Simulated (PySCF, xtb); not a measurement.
SiHCl3, SMILES Cl[SiH](Cl)Cl.

Harmonic wavenumbers (cm⁻¹) from xtb 6.7.1 with GFN2-xTB at its own minimum, in rising order: 138, 138, 205, 439, 522, 522, 634, 634, 2326.

Problem. What does PBE0-D3(BJ)/def2-SVP in PySCF give at its own minimum? (An estimate is asked for; the answer gives what the named calculation found.)

Solution. 171, 171, 246, 501, 614, 614, 808, 808, 2324. Paired by order, the mean absolute difference is 78 cm⁻¹ and the zero-point energies are 7.9 and 8.9 kcal/mol.
